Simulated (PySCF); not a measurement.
Atomic charges by several schemes

C3H7NS2Si.
Structure used (PBE0-D3(BJ)/def2-SVP), in Å, numbered top down from 1:
```xyz
14
C3H7NS2Si angstrom
C     -2.8559   -1.0221    1.2253
N     -1.6064   -0.8824    1.0979
Si    -0.8969    0.0966   -0.1766
S      0.5778   -0.9607   -1.3023
C      1.9838   -0.3122   -0.3207
C      1.8596    1.1828   -0.1180
S      0.2946    1.6295    0.7285
H     -3.2695   -1.6509    2.0357
H     -3.6147   -0.5486    0.5633
H     -1.9764    0.5933   -1.0868
H      2.0314   -0.8406    0.6432
H      2.8911   -0.5528   -0.8966
H      2.6685    1.5537    0.5309
H      1.9118    1.7131   -1.0805
```

Density: PBE0/pcSseg-1 (PySCF); schemes: Mulliken, IAO, Hirshfeld and ESP-fitted. Isolated species at its PBE0-D3(BJ)/def2-SVP geometry (one conformer only).

Q: Which atoms carry the highest charge in the Mulliken, IAO, Hirshfeld and ESP-fitted schemes?

A: All schemes agree: Mulliken Si3 (+0.804); IAO Si3 (+0.838); Hirshfeld Si3 (+0.317); ESP-fitted Si3 (+0.677).

Q: At which atom do the 4 schemes differ most?

A: At Si3: from +0.317 (Hirshfeld) to +0.838 e (IAO), 0.521 e apart.

Q: Do the Mulliken, IAO, Hirshfeld and ESP-fitted schemes agree on where the charge is lowest?

A: All schemes agree: Mulliken N2 (-0.523); IAO N2 (-0.527); Hirshfeld N2 (-0.245); ESP-fitted N2 (-0.611).

Q: Tabulate the Mulliken, IAO, Hirshfeld and ESP-fitted charges.

A: In e:

| atom | environment | Mulliken | IAO | Hirshfeld | ESP-fitted |
| --- | --- | --- | --- | --- | --- |
| C1 | C=N carbon | +0.023 | -0.068 | +0.034 | +0.383 |
| N2 | C=N nitrogen | -0.523 | -0.527 | -0.245 | -0.611 |
| Si3 | SiH silicon | +0.804 | +0.838 | +0.317 | +0.677 |
| S4 | sulfur bonded to C and Si | -0.245 | -0.173 | -0.087 | -0.237 |
| C5 | sp3 carbon bound to sulfur | -0.343 | -0.326 | -0.067 | -0.295 |
| C6 | sp3 carbon bound to sulfur | -0.312 | -0.324 | -0.068 | -0.350 |
| S7 | sulfur bonded to C and Si | -0.257 | -0.181 | -0.093 | -0.236 |
| H8 | hydrogen on a C=N carbon | +0.134 | +0.145 | +0.056 | +0.008 |
| H9 | hydrogen on a C=N carbon | +0.104 | +0.103 | +0.042 | -0.005 |
| H10 | Si–H hydrogen | -0.085 | -0.139 | -0.080 | -0.122 |
| H11 | methylene hydrogen | +0.182 | +0.160 | +0.045 | +0.172 |
| H12 | methylene hydrogen | +0.172 | +0.167 | +0.053 | +0.218 |
| H13 | methylene hydrogen | +0.173 | +0.167 | +0.053 | +0.233 |
| H14 | methylene hydrogen | +0.173 | +0.157 | +0.040 | +0.164 |

Mean size of the charges over all atoms: ESP-fitted 0.265 e, Mulliken 0.252 e, IAO 0.248 e, Hirshfeld 0.091 e. Each set sums to the total charge, 0, to within 0.001 e. The IAO scheme counts the electrons in orthogonalised intrinsic atomic orbitals, a minimal basis polarised so that it spans the occupied orbitals exactly.

Q: How closely do the schemes follow one another over all atoms?

A: Correlation coefficient and root-mean-square difference: Mulliken with IAO 0.99, 0.042 e; Mulliken with Hirshfeld 0.97, 0.203 e; IAO with Hirshfeld 0.96, 0.203 e; Mulliken with ESP-fitted 0.93, 0.117 e; Hirshfeld with ESP-fitted 0.93, 0.217 e; IAO with ESP-fitted 0.90, 0.142 e.

Q: How many electrons does the Hirshfeld scheme count on C5?

A: Z − q = 6 − (-0.067) = 6.067.
